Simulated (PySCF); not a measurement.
**Polarisability and C₆ of Si (silicon, neutral)**

[Ne] 3s2 3p2, high-spin 3P determinant. Calculation: PySCF 2.14, in aug-cc-pCVTZ-DK (8s7p5d3f, 75 functions); the spin-free X2C one-electron Hamiltonian (Gaussian nucleus). Coupled (time-dependent) response in atomic units; α is the mean over directions.

```csv
method,mean α (bohr³),"α xx, yy, zz",C₆ (like pair),S(−4)
UHF,38.54,"32.53, 41.55, 41.55",318.2,550.1
PBE,41.34,"33.61, 45.21, 45.21",341.7,723.2
PBE0,39.69,"32.81, 43.13, 43.13",326.1,629.5
B97-3,40.20,"33.17, 43.72, 43.72",332.0,647.1
CAM-B3LYP,39.18,"32.60, 42.48, 42.48",319.5,614.1
```

S(−4) is the Cauchy moment in α(ω) = α(0) + S(−4) ω² + …

Reference α: 37.3 ± 0.7 bohr³ (recommended; Schwerdtfeger and Nagle, table of static dipole polarizabilities (2023 update)). Published C₆: 305.0 (Chu and Dalgarno (2004); Tang, Norbeck and Certain (1976)).

α(iu) at PBE0:

```csv
u (hartree),α(iu) (bohr³)
0,39.69
0.0500,38.19
0.100,34.47
0.200,25.45
0.300,18.21
0.500,9.889
0.750,5.382
1.00,3.351
1.50,1.678
2.00,1.031
3.00,0.5330
5.00,0.2438
```

The components differ because the open shell of this determinant is not spherical; for a pure term their mean is the scalar polarisability.
